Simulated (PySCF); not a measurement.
Cd(tBu)(SH), SMILES C[C](C)(C)[Cd][SH], GFN2-xTB optimised geometry.

```
16

Cd    -0.78    -0.13     0.00
C      1.44    -0.13     0.00
C      1.82     0.67    -1.24
C      1.82     0.65     1.25
C      2.12    -1.50    -0.01
H      2.89     0.88    -1.25
H      1.29     1.63    -1.26
H      1.58     0.11    -2.16
H      1.30     1.61     1.29
H      1.59     0.09     2.16
H      2.90     0.86     1.26
H      1.85    -2.08     0.87
H      1.85    -2.07    -0.90
H      3.20    -1.37    -0.01
S     -1.94     2.08     0.00
H     -3.20     1.68     0.02
```

Density from PySCF 2.14.0 with B3LYP/def2-TZVP, def2 effective core potentials past Kr at that geometry. The core electrons that the potentials of Cd replace are not part of the density.

Minimum of the electron density along straight lines between bonded atoms, close to the bond critical point (lines longer than 1.1 times the sum of covalent radii, or with two minima, are not listed):

```
bond     length / Å  ρ at the minimum / e bohr⁻³  ∇²ρ there / e bohr⁻⁵  position (fraction from the first atom)
-------  ----------  ---------------------------  --------------------  ---------------------------------------
Cd1–C2        2.221                          [?]                  0.14                                     0.52
C2–C3         1.526                        0.248                 -0.61                                     0.50
C2–C4         1.526                        0.248                 -0.61                                     0.50
C2–C5         1.525                        0.249                 -0.62                                     0.50
C3–H6         1.094                        0.275                 -0.93                                     0.64
C3–H7         1.096                        0.277                 -0.94                                     0.64
C3–H8         1.094                        0.278                 -0.95                                     0.64
C4–H9         1.096                        0.277                 -0.94                                     0.64
C4–H10        1.094                        0.278                 -0.95                                     0.64
C4–H11        1.094                        0.275                 -0.93                                     0.64
C5–H12        1.090                        0.280                 -0.96                                     0.64
C5–H13        1.090                        0.280                 -0.96                                     0.64
C5–H14        1.095                        0.275                 -0.93                                     0.64
Cd1–S15       2.501                          [?]                  0.14                                     0.48
S15–H16       1.323                          [?]                 -0.64                                     0.62
```

What belongs in the gaps?


- Cd1–C2, ρ at the minimum / e bohr⁻³: 0.083
- Cd1–S15, ρ at the minimum / e bohr⁻³: 0.064
- S15–H16, ρ at the minimum / e bohr⁻³: 0.219
